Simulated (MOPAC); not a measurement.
MOPAC input (MNDO):

```
MNDO 1SCF CHARGE=1 GEO-OK AUX(PRECISION=9) THREADS=1
H6NO3Si

N     1.66275200 1    0.23559900 1   -0.10313500 1
Si   -0.19078100 1   -0.02703200 1    0.01183400 1
O    -0.31587700 1   -0.71045400 1    1.45421100 1
O    -0.44578200 1   -0.97777400 1   -1.25079500 1
O    -0.72304900 1    1.47785700 1   -0.11132400 1
H     2.17729500 1   -0.58244800 1    0.23062100 1
H     1.96208300 1    1.03603000 1    0.45816800 1
H     1.95617700 1    0.41011200 1   -1.06687600 1
H    -0.89513400 1   -0.41121500 1    2.16172800 1
H    -0.90522900 1   -1.82271700 1   -1.22543600 1
H    -1.38586300 1    1.78246800 1   -0.73866100 1
```

Output:

```
 *******************************************************************************
 **                                                                           **
 **                              MOPAC v23.2.5                                **
 **                                                                           **
 *******************************************************************************
 ** MOPAC's Digital Object Identifier: https://doi.org/10.5281/zenodo.6511958 **
 **                                                                           **
 ** Please cite the open-source release paper for use of this MOPAC version:  **
 ** J. E. Moussa and J. J. P. Stewart (2026)                                  **
 ** MOPAC: An open-source semiempirical molecular orbital program             **
 ** J. Open Source Softw., 11(119), 8025, https://doi.org/10.21105/joss.08025 **
 *******************************************************************************

                              MNDO CALCULATION RESULTS

 *******************************************************************************
 *  MNDO       - The MNDO Hamiltonian to be used
 *  GEO-OK     - OVERRIDE INTERATOMIC DISTANCE AND OTHER SAFETY CHECKS
 *
 *
 *
 *                 CHARGE ON SYSTEM = +1
 *
 *
 *
 *  1SCF       - DO 1 SCF AND THEN STOP
 *  AUX        - OUTPUT AUXILIARY INFORMATION
 *******************************************************************************
MNDO 1SCF CHARGE=1 GEO-OK AUX(PRECISION=9) THREADS=1
 H6NO3Si

   ATOM   CHEMICAL          X               Y               Z
  NUMBER   SYMBOL      (ANGSTROMS)     (ANGSTROMS)     (ANGSTROMS)

     1       N          1.66275200  *   0.23559900  *  -0.10313500  *
     2      Si         -0.19078100  *  -0.02703200  *   0.01183400  *
     3       O         -0.31587700  *  -0.71045400  *   1.45421100  *
     4       O         -0.44578200  *  -0.97777400  *  -1.25079500  *
     5       O         -0.72304900  *   1.47785700  *  -0.11132400  *
     6       H          2.17729500  *  -0.58244800  *   0.23062100  *
     7       H          1.96208300  *   1.03603000  *   0.45816800  *
     8       H          1.95617700  *   0.41011200  *  -1.06687600  *
     9       H         -0.89513400  *  -0.41121500  *   2.16172800  *
    10       H         -0.90522900  *  -1.82271700  *  -1.22543600  *
    11       H         -1.38586300  *   1.78246800  *  -0.73866100  *

          CARTESIAN COORDINATES

    NO.       ATOM           X           Y           Z

     1         N          1.6628      0.2356     -0.1031
     2        Si         -0.1908     -0.0270      0.0118
     3         O         -0.3159     -0.7105      1.4542
     4         O         -0.4458     -0.9778     -1.2508
     5         O         -0.7230      1.4779     -0.1113
     6         H          2.1773     -0.5824      0.2306
     7         H          1.9621      1.0360      0.4582
     8         H          1.9562      0.4101     -1.0669
     9         H         -0.8951     -0.4112      2.1617
    10         H         -0.9052     -1.8227     -1.2254
    11         H         -1.3859      1.7825     -0.7387

  H: (MNDO): M.J.S. DEWAR, W. THIEL, J. AM. CHEM. SOC., 99, 4899, (1977)
  N: (MNDO): M.J.S. DEWAR, W. THIEL, J. AM. CHEM. SOC., 99, 4899, (1977)
  O: (MNDO): M.J.S. DEWAR, W. THIEL, J. AM. CHEM. SOC., 99, 4899, (1977)
 Si: (MNDO): M.J.S.DEWAR, ET. AL. ORGANOMETALLICS  5, 375 (1986)

           Empirical Formula: H6 N O3 Si  =    11 atoms

      MOLECULAR POINT GROUP   :   C3

      RHF CALCULATION, NO. OF DOUBLY OCCUPIED LEVELS = 16

 -------------------------------------------------------------------------------
 MNDO 1SCF CHARGE=1 GEO-OK AUX(PRECISION=9) THREADS=1
 H6NO3Si

     1SCF WAS SPECIFIED, SO BFGS WAS NOT USED
     SCF FIELD WAS ACHIEVED

                              MNDO CALCULATION
                                                       MOPAC v23.2.5 Linux

          FINAL HEAT OF FORMATION =        -90.65034 KCAL/MOL =    -379.28103 KJ/MOL

          COSMO AREA              =        113.79 SQUARE ANGSTROMS
          COSMO VOLUME            =        100.37 CUBIC ANGSTROMS

          IONIZATION POTENTIAL    =         17.299265 EV
          HOMO LUMO ENERGIES (EV) =        -17.299 -4.367
          NO. OF FILLED LEVELS    =         16
          MOLECULAR WEIGHT        =         96.1378         POINT GROUP:  C3

          MOLECULAR DIMENSIONS (Angstroms)

            Atom       Atom       Distance
            H     9    H     8     4.38502
            H     7    H    10     4.22873
            H     6    H    11     4.13513

          SCF CALCULATIONS        =          1

   ATOM   CHEMICAL          X               Y               Z
  NUMBER   SYMBOL      (ANGSTROMS)     (ANGSTROMS)     (ANGSTROMS)

     1       N          1.66275200  *   0.23559900  *  -0.10313500  *
     2      Si         -0.19078100  *  -0.02703200  *   0.01183400  *
     3       O         -0.31587700  *  -0.71045400  *   1.45421100  *
     4       O         -0.44578200  *  -0.97777400  *  -1.25079500  *
     5       O         -0.72304900  *   1.47785700  *  -0.11132400  *
     6       H          2.17729500  *  -0.58244800  *   0.23062100  *
     7       H          1.96208300  *   1.03603000  *   0.45816800  *
     8       H          1.95617700  *   0.41011200  *  -1.06687600  *
     9       H         -0.89513400  *  -0.41121500  *   2.16172800  *
    10       H         -0.90522900  *  -1.82271700  *  -1.22543600  *
    11       H         -1.38586300  *   1.78246800  *  -0.73866100  *

                             CARTESIAN COORDINATES

   1    N        1.662752000     0.235599000    -0.103135000
   2   Si       -0.190781000    -0.027032000     0.011834000
   3    O       -0.315877000    -0.710454000     1.454211000
   4    O       -0.445782000    -0.977774000    -1.250795000
   5    O       -0.723049000     1.477857000    -0.111324000
   6    H        2.177295000    -0.582448000     0.230621000
   7    H        1.962083000     1.036030000     0.458168000
   8    H        1.956177000     0.410112000    -1.066876000
   9    H       -0.895134000    -0.411215000     2.161728000
  10    H       -0.905229000    -1.822717000    -1.225436000
  11    H       -1.385863000     1.782468000    -0.738661000

           Empirical Formula: H6 N O3 Si  =    11 atoms

      MOLECULAR POINT GROUP   :   C3

                  EIGENVALUES
 -47.29805 -43.81521 -43.81520 -40.66755 -24.36700 -24.36700 -24.31258 -23.46106
 -23.46106 -21.33447 -19.10242 -18.23105 -18.23105 -17.52706 -17.29927 -17.29927
  -4.36688  -2.65204  -2.10888  -1.61978  -1.61978  -0.86552  -0.86552   1.77795
   1.89364   1.89365

              NET ATOMIC CHARGES AND DIPOLE CONTRIBUTIONS

  ATOM NO.   TYPE          CHARGE      No. of ELECS.   s-Pop       p-Pop
    1          N          -0.243943        5.2439     1.50594     3.73800
    2         Si           1.757733        2.2423     0.78218     1.46008
    3          O          -0.644713        6.6447     1.77521     4.86950
    4          O          -0.644713        6.6447     1.77521     4.86950
    5          O          -0.644713        6.6447     1.77521     4.86950
    6          H           0.204404        0.7956     0.79560
    7          H           0.204404        0.7956     0.79560
    8          H           0.204404        0.7956     0.79560
    9          H           0.269045        0.7310     0.73095
   10          H           0.269045        0.7310     0.73095
   11          H           0.269045        0.7310     0.73095
 DIPOLE           X         Y         Z       TOTAL
 POINT-CHG.     3.050     0.432    -0.189     3.086
 HYBRID        -0.296    -0.042     0.018     0.300
 SUM            2.754     0.390    -0.171     2.787

          ATOMIC ORBITAL ELECTRON POPULATIONS

     Atom    s        px        py        pz
    1  N   1.50594   1.42206   1.16014   1.15580
    2 Si   0.78218   0.45093   0.50413   0.50502
    3  O   1.77521   1.71973   1.78845   1.36133
    4  O   1.77521   1.79925   1.40340   1.66685
    5  O   1.77521   1.63729   1.53780   1.69441
    6  H   0.79560
    7  H   0.79560
    8  H   0.79560
    9  H   0.73095
   10  H   0.73095
   11  H   0.73095

 **********************
 *                    *
 * JOB ENDED NORMALLY *
 *                    *
 **********************

 == MOPAC DONE ==
```

The dipole moment of an ion depends on the origin.

The geometry given is a B3LYP-D3(BJ)/def2-TZVP minimum.
